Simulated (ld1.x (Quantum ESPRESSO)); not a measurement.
**Fe: one change to a TM potential, before and after**

* Element: Fe
* Generator: ld1.x (Quantum ESPRESSO) 7.5
* Type: norm-conserving Troullier–Martins (Kleinman–Bylander form)
* Functional: LDA (PZ)
* Relativity: fully relativistic
* Frozen core: [Ar]
* Valence charge: 8
* Reference configuration: 3d6 4s0.5 4p0 (charge +1.5)
* Partial waves: 4s (bound): rc 2.05 bohr; 4p (bound, empty): rc 1.80 bohr; 3d (bound): rc 1.50 bohr
* Local potential: all-electron potential smoothed inside 2.05 bohr (lloc = -1)
* Core correction: a·sin(br)/r model core inside 0.85 bohr

Open shells are filled in proportion to 2j + 1 (rel_dist='average').

All-electron outer shells of the reference configuration (LDA (PZ), scalar-relativistic, ld1.x):

```tsv
shell	level (eV)	outermost node (bohr)	outermost maximum (bohr)
3p	-73.37	0.30	0.72
3d	-21.02	–	0.71
4s	-16.49	1.00	2.21
4p	-10.94	1.09	2.66
```

Change: local potential all-electron potential smoothed inside 1.48 bohr (lloc = -1).

Cutoffs: the cutoffs (Ry, on a coarse ladder) from which the occupation-weighted sum of valence levels, in a spherical-Bessel basis at the reference potential, stays within 10 and 1 mRy of its value at 400 Ry; they do not see the model core or the augmentation charge, which bear on the density cutoff. Errors are all-electron minus pseudo energies relative to the spin-unpolarised reference configuration.

Q: Predict the effect on cutoff, ghosts and configuration errors.

A: The potential gets neither clearly harder nor softer (110 Ry and 180 Ry → 110 Ry and 180 Ry); a bound ghost appears in s, which as a rule spoils a file; of the 7 tests that both files solve, the error grows in 5 and shrinks in 0 by more than 15 % and 0.3 meV (median size 4.2 → 11.4 meV); the range in which the s phases agree widens (upper end -0.1 → 4.6). In the separable form a ghost depends on how the local part lies against the semilocal potential of the channel, so the choice of the local part can create or remove one. That the errors move this way runs against the usual rule that smaller radii transfer better.

| quantity | base | changed |
| --- | --- | --- |
| cutoff, loose | 110 Ry | 110 Ry |
| cutoff, tight | 180 Ry | 180 Ry |
| loose cutoff by channel (10 mRy a level) | s 8 Ry, d 90 Ry | s 18 Ry, d 90 Ry |
| bound ghosts | none | s |
| error for 3d6 4s2 4p0, meV [ΔE -16.26 eV] | -8.6 | -22 |
| error for 3d6 4s1 4p0, meV [ΔE -7.28 eV] | -1.9 | -3.2 |
| error for 3d6 4s0 4p0, meV [ΔE 9.22 eV] | -4.2 | -4.2 |
| error for 3d7 4s1 4p0, meV [ΔE -17.08 eV] | -73 | -98 |
| error for 3d6 4s1.5 4p0, meV [ΔE -12.66 eV] | -5.3 | -11 |
| error for 3d6.5 4s1.5 4p0, meV [ΔE -17.00 eV] | -4.1 | -35 |
| error for 3d6 4s0 4p1, meV [ΔE -2.14 eV] | +0.4 | +0.6 |
| s: phases at 2.25 bohr within 0.05 rad from the reference energy up to (Ry; the scan ends near 5) | -0.1 | 4.6 |
| p1/2: phases at 2.25 bohr within 0.05 rad from the reference energy up to (Ry; the scan ends near 5) | -0.2 | -0.3 |
| p3/2: phases at 2.25 bohr within 0.05 rad from the reference energy up to (Ry; the scan ends near 5) | -0.2 | -0.3 |
| d3/2: phases at 2.25 bohr within 0.05 rad from the reference energy up to (Ry; the scan ends near 5) | 0.3 | 0.7 |
| d5/2: phases at 2.25 bohr within 0.05 rad from the reference energy up to (Ry; the scan ends near 5) | 0.3 | 0.7 |

 A true bound ghost makes a file unfit for plane-wave use even where its test errors are small: the radial tests pick states by their node count and pass the ghost by.
